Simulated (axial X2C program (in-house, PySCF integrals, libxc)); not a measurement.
# Photoelectron levels of LiBr by EOM-IP-CCSD

Calculated with an axial X2C code built on PySCF integrals: two-component X2C with atomic mean-field Coulomb and Gaunt terms, Gaussian nuclei, basis Br dyall-cv3z, Li dyall-cv3z with contracted cores.

R = 2.498 Å (1.150 times 2.172 Å, the PBE0 minimum at charge 0 for the lowest determinant).

Vertical ionisation energies of LiBr to the states of LiBr⁺:

```tsv
Ω of LiBr⁺	vertical IE (eV)	above lowest (cm⁻¹)	ionised spinor	one-hole weight
3/2	8.656	0	93% Br pπ	0.95
1/2	8.888	1870	84% Br pπ, 9% Br pσ	0.95
1/2	9.564	7324	77% Br pσ, 10% Br pπ	0.95
1/2	20.707	97197	85% Br sσ, 7% Li pσ	0.69
```

Task: What is the splitting of the first π pair in the table, and is it regular or inverted?

Result: E(3/2) − E(1/2) = 0 − 1870 = -1870 cm⁻¹ at EOM-IP-CCSD: inverted, Ω = 3/2 lower. Splittings at this level can be off by ten to twenty per cent.

This point took 2.7 s on 1 thread of Arm Neoverse N1 (shared host).

Reference electrons by ω block (each with its −ω partner): 1/2: 13, 3/2: 5, 5/2: 1. 8 electrons of LiBr correlated (inner shells frozen), 72 natural virtual spinors (a truncated set); levels can be off by some tenths of an eV. Roots sought by Ω: (1/2: 4, 3/2: 3, 5/2: 1); the list ends where they run out and leaves out roots under 60 % one-particle weight. The solver can skip a root, and states that need a further excitation, which the method places far too high, are missing though they may lie low or lowest. T1 of the reference 0.005 (Lee–Taylor). Number of frozen shells: Br 3 s, 2 p, 1 d; Li 1 s.
